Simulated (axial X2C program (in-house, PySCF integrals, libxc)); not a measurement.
# Ω levels of BrFeBr from open-shell CI on d5 s1 p(π)0

Calculated with an axial X2C code built on PySCF integrals: two-component X2C with atomic mean-field Coulomb and Gaunt terms, basis Br dyall-v3z, Fe dyall-v3z (cores contracted in-house). Orbitals come from Hartree–Fock averaged over the configuration Fe d5 s1 p(π)0; CI then distributes these electrons over the d, s, p(π) shells of Fe.

Br–Fe–Br held linear, both bonds 2.430 Å (near the minimum of the configuration average).

Active spinors (ω > 0):

| shell | ω | ε (eV) | character |
| --- | --- | --- | --- |
| d | 3/2 | -12.60 | 100% Fe d |
| d | 5/2 | -12.49 | 100% Fe d |
| d | 1/2 | -11.95 | 94% Fe d, 6% Br p |
| d | 3/2 | -11.84 | 93% Fe d, 8% Br p |
| d | 1/2 | -11.28 | 89% Fe d, 8% Br p |
| s | 1/2 | -3.31 | 60% Fe s, 20% Fe d, 14% Br p |
| p(π) | 1/2 | 1.04 | 87% Fe p, 8% Br p |
| p(π) | 3/2 | 1.10 | 86% Fe p, 8% Br p |

Lowest levels of this model:

```csv
Ω,energy (cm⁻¹),g∥,configuration
0,0,0.00,54% d6 + 46% d5 s1
1,8,4.00,53% d6 + 46% d5 s1
2,33,8.00,53% d6 + 46% d5 s1
1,8219,5.99,86% d6 + 14% d5 s1
0,8325,0.00,86% d6 + 14% d5 s1
0,8350,0.00,86% d6 + 14% d5 s1
1,8444,1.95,86% d6 + 14% d5 s1
2,8541,5.92,86% d6 + 14% d5 s1
3,8639,9.92,86% d6 + 14% d5 s1
4,9584,12.00,88% d6 + 12% d5 s1
3,9799,8.09,88% d6 + 12% d5 s1
2,9950,4.08,88% d6 + 12% d5 s1
1,10057,0.06,88% d6 + 12% d5 s1
0,10130,0.00,88% d6 + 12% d5 s1
0,10130,0.00,88% d6 + 12% d5 s1
0,13449,0.00,100% d5 s1
2,13453,8.01,100% d5 s1
3,13459,12.01,100% d5 s1
4,25453,9.77,63% d6 + 36% d5 s1
3,25555,5.60,63% d6 + 36% d5 s1
```

g∥ is the magnitude of 2⟨Lz + ge Sz⟩ for the +Ω component.

This point took 3.4 s on 1 thread of Arm Neoverse V2, with other jobs on the host.

Dynamic correlation is missing, so gaps between terms are too wide and other configurations may lie lower; the lowest level listed is that of this model, not necessarily the ground state. The lowest levels belong to d6, not to the averaged configuration, so orbitals and distance suit them less well. For d shells the ligand-field splittings (σ, π, δ) and their order can be off by a thousand cm⁻¹ or more. At most 4 roots were kept for each Ω > 0 (twice that for Ω = 0) within 3.2 eV of the lowest, so higher up levels can be missing between those listed; levels with Ω > 0 are doubly degenerate and listed once, Ω = 0 levels singly. States that fill the shells left empty in the average are placed too high. The molecule was held linear; bending was not examined.
